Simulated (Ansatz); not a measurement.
Input file for Ansatz (an electronic-structure program): U-CCSD(T)/cc-pV(T+d)Z on Cl (SMILES [Cl]). The basis file is the Basis Set Exchange's JSON of that set.

Ansatz 0.2 input:
```yaml
crystal:
  periodic: [false, false, false]
  atoms:
    - {symbol: Cl, position_ang: [0.00000000, 0.00000000, 0.00000000]}
basis:
  gaussian:
    orbitals: cc-pV_T+d_Z.json
magnetization: {spin_polarized: true, initial_magnetization: 1}
correlation: {method: ccsd_t, electrons: outside_noble_gas}
scf: {omitted_lower_state_checks: [cluster_reference]}
```

Output:

```
WARN ansatz: RAYON_NUM_THREADS=1 ignored (pool sized by the plan → 1); use --threads N
Functional definition: HF
these checks for a lower state are left out or cut short: cluster_reference
integrals: 0.01 GiB planned
232 factors; integrals over basis functions are off by at most 1.3e-4 eV
mean field: 0.06 GiB planned
mean field evaluation 1: about -12503.0172 eV, gradient 5.8e0 eV
mean field evaluation 2: about -12503.0196 eV, gradient 5.8e0 eV
mean field evaluation 4: about -12503.2347 eV, gradient 5.5e-1 eV
mean field evaluation 8: about -12503.2390 eV, gradient 4.2e-3 eV
mean field evaluation 16: about -12503.2360 eV, gradient 5.6e-1 eV
mean field evaluation 32: about -12503.2371 eV, gradient 1.3e-1 eV
mean field -12503.23901321 eV, -459.4855587358 hartree, gradient 4.0e-6 eV, S^2 0.759759; 3 other end points of the search recorded, 0 dependent functions left out
5 core orbitals not correlated
reference -12503.23901321 eV, -459.4855587358 hartree; 4, 3 occupied and 30, 31 virtual orbitals, 232 factors
second order -4.31416241 eV of doubles, -0.00000000 eV of singles
coupled cluster: 0.06 GiB planned
cycle   1  -4.81031023 eV  change   -5.0e-1 eV  update   4.0e-2
cycle   2  -4.95174801 eV  change   -1.4e-1 eV  update   1.3e-2
cycle   3  -4.95880515 eV  change   -7.1e-3 eV  update   2.8e-3
cycle   4  -4.95840560 eV  change    4.0e-4 eV  update   4.1e-4
cycle   5  -4.95835327 eV  change    5.2e-5 eV  update   9.6e-5
cycle   6  -4.95838003 eV  change   -2.7e-5 eV  update   2.6e-5
cycle   7  -4.95838038 eV  change   -3.4e-7 eV  update   6.7e-6
perturbative correction -0.15735928 eV, -0.0057828469 hartree
Total energy: -12508.35475287 eV, -459.6735587006 hartree
Checks for a lower state left out: cluster_reference
```

The run converged.

Cost: about 0.6 core-seconds (a rough figure).
